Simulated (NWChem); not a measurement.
System meant: C₃H₉Ge, doublet; SMILES C[C](C)[GeH3]

Here is an NWChem input.

```
start job
memory heap 200 mb stack 900 mb global 1100 mb
geometry units angstroms noautoz
  C      1.279019     1.680139    -0.009139
  C     -0.000041     0.906913     0.053228
  C     -1.281015     1.677134    -0.008738
  Ge     0.000677    -1.032202     0.006281
  H      1.406023     2.181247    -1.000604
  H      1.291622     2.503874     0.742811
  H      2.179360     1.055677     0.157412
  H     -1.413377     2.170987    -1.003148
  H     -2.179440     1.051944     0.165640
  H     -1.292311     2.505831     0.737663
  H     -1.259768    -1.578397     0.734571
  H     -0.027772    -1.593992    -1.451361
  H      1.288497    -1.575430     0.686793
end
basis spherical
  C library def2-svp
  Ge library def2-svp
  H library def2-svp
end
dft
  odft
  mult 2
  xc xpbe96 cpbe96
  iterations 4
  mulliken
end
task dft energy
```

End of the output:

```
     --------------------------
     Expectation value of S2:
     --------------------------
      <S2> =      0.7536 (Exact =     0.7500)

 center of mass
 --------------
 x =   0.00013691 y =  -0.26837400 z =   0.00396858

 moments of inertia (a.u.)
 ------------------
         684.879469804660           0.000000000000           0.000000000000
           0.000000000000         235.322101621408           0.000000000000
           0.000000000000           0.000000000000         874.800650355061

     Multipole analysis of the density
     ---------------------------------

     L   x y z        total         alpha         beta         nuclear
     -   - - -        -----         -----         ----         -------
     0   0 0 0     -0.000000    -30.000000    -29.000000     59.000000

     1   1 0 0     -0.000092      0.002291     -0.002383      0.000000
     1   0 1 0      0.434058     -0.700955      1.135012     -0.000000
     1   0 0 1     -0.037439      0.005225     -0.042664      0.000000

     2   2 0 0    -29.124004    -86.475002    -84.498164    141.849162
     2   1 1 0     -0.004969     -0.023912      0.000519      0.018425
     2   1 0 1      0.000355     -0.003935      0.002924      0.001365
     2   0 2 0    -28.934121   -204.571209   -197.859925    373.497014
     2   0 1 1     -0.174594     -0.011199      0.249072     -0.412467
     2   0 0 2    -30.172521    -27.810752    -24.827400     22.465632

 ------------------------------------------------------------------------
 dft energy failed                                                                                  0
 ------------------------------------------------------------------------
 ------------------------------------------------------------------------
  current input line :
    30: task dft energy
 ------------------------------------------------------------------------
 ------------------------------------------------------------------------
 This type of error is most commonly associated with calculations not reaching convergence criteria
 ------------------------------------------------------------------------
 For more information see the NWChem manual at https://nwchemgit.github.io

0:dft energy failed:Received an Error in Communication
```

### Question
Find the fault in this run and fix the input.

### Answer
The run did not converge; its last values are not results. Cause: the SCF was allowed too few iterations. This input runs:
```
start job
memory heap 200 mb stack 900 mb global 1100 mb
geometry units angstroms noautoz
  C      1.279019     1.680139    -0.009139
  C     -0.000041     0.906913     0.053228
  C     -1.281015     1.677134    -0.008738
  Ge     0.000677    -1.032202     0.006281
  H      1.406023     2.181247    -1.000604
  H      1.291622     2.503874     0.742811
  H      2.179360     1.055677     0.157412
  H     -1.413377     2.170987    -1.003148
  H     -2.179440     1.051944     0.165640
  H     -1.292311     2.505831     0.737663
  H     -1.259768    -1.578397     0.734571
  H     -0.027772    -1.593992    -1.451361
  H      1.288497    -1.575430     0.686793
end
basis spherical
  C library def2-svp
  Ge library def2-svp
  H library def2-svp
end
dft
  odft
  mult 2
  xc xpbe96 cpbe96
  iterations 150
  mulliken
end
task dft energy
```
It converges to -2195.82975 Ha (PBE/def2-SVP, spin-unrestricted).
